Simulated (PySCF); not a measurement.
## Deuteron quadrupole couplings in `O=CO[Si@@H]1C[C@@H](F)C[C@@H]1[SiH3]`

C5H11FO2Si2.
Geometry (GFN2-xTB, Å), atoms numbered from 1 in this order:
```xyz
21
C5H11FO2Si2 angstrom
O      0.921    1.156    2.922
C      0.537    2.016    2.187
O      0.508    1.934    0.883
Si     1.072    0.546    0.117
C      0.764    0.869   -1.727
C      0.196   -0.460   -2.203
F      1.244   -1.358   -2.349
C     -0.765   -1.002   -1.151
C     -0.081   -0.962    0.228
Si    -1.322   -1.030    1.675
H      0.160    2.993    2.536
H      2.463    0.345    0.505
H      0.035    1.656   -1.905
H      1.656    1.107   -2.300
H     -0.269   -0.397   -3.196
H     -1.068   -2.018   -1.406
H     -1.655   -0.370   -1.161
H      0.557   -1.847    0.300
H     -2.086    0.223    1.713
H     -0.615   -1.260    2.927
H     -2.261   -2.126    1.402
```

Level: PBE0/pcSseg-1 (PySCF, non-relativistic); Q(2H) = 0.00286 b; rigid geometry, the same for H and D, with no vibrational averaging.

Question: Rank these positions by the coupling χzz of a deuteron there, largest first.
A. H15 (methine hydrogen)
B. H18 (methine hydrogen)
C. H14 (methylene hydrogen)
D. H11 (formyl hydrogen)
E. H20 (Si–H hydrogen)
F. H17 (methylene hydrogen)

Answer: C (215 kHz), B (209 kHz), F (203 kHz), A (191 kHz), D (184 kHz), E (112 kHz).

Question: Tabulate Vzz, the asymmetry η and χzz = 234.96 MHz × Q × Vzz for every hydrogen position.

Answer: 
| atom | bonded to | bond length (Å) | Vzz (au) | η | χzz (kHz) |
| --- | --- | --- | --- | --- | --- |
| H11 | C2 | 1.104 | 0.2745 | 0.02 | 184 |
| H12 | Si4 | 1.457 | 0.1640 | 0.04 | 110 |
| H13 | C5 | 1.088 | 0.3180 | 0.04 | 214 |
| H14 | C5 | 1.086 | 0.3205 | 0.03 | 215 |
| H15 | C6 | 1.098 | 0.2843 | 0.07 | 191 |
| H16 | C8 | 1.091 | 0.3051 | 0.02 | 205 |
| H17 | C8 | 1.091 | 0.3027 | 0.03 | 203 |
| H18 | C9 | 1.093 | 0.3110 | 0.03 | 209 |
| H19 | Si10 | 1.468 | 0.1605 | 0.02 | 108 |
| H20 | Si10 | 1.457 | 0.1672 | 0.03 | 112 |
| H21 | Si10 | 1.468 | 0.1599 | 0.01 | 107 |

Question: Average by the element that carries the hydrogen.

Answer: on C: 203 kHz over 7 positions, mean bond length 1.093 Å; on Si: 109 kHz over 4 positions, mean bond length 1.462 Å.

Question: How does χzz go with the bond length over the 7 C–H bonds?

Answer: A straight-line fit has a slope of -18.4 kHz for each 0.01 Å, with a correlation coefficient of -0.96, over lengths from 1.086 to 1.104 Å. The longer bonds have the smaller couplings here.

Question: Give the 2H NMR doublet splittings at H15 for a magnetic field along the z, y and x axes of the gradient: 3χ/2, 3χ(1 + η)/4, 3χ(1 − η)/4.

Answer: With |χ| = 191.1 kHz and η = 0.069: 287, 153 and 133 kHz, to first order and without motion.

The structure is a single GFN2-xTB conformer in the gas phase; no vibrational or solvent corrections. GFN2-xTB bond lengths can be off by several hundredths of an ångström, more for odd bonds, and the gradients follow them. With a basis this small, the couplings can be 20 % off.

These values come from a run that also computed NMR shieldings. Time: 69 s of wall time; peak memory 1.1 GiB. Hardware: an Arm Neoverse V1 with one thread (shared host).
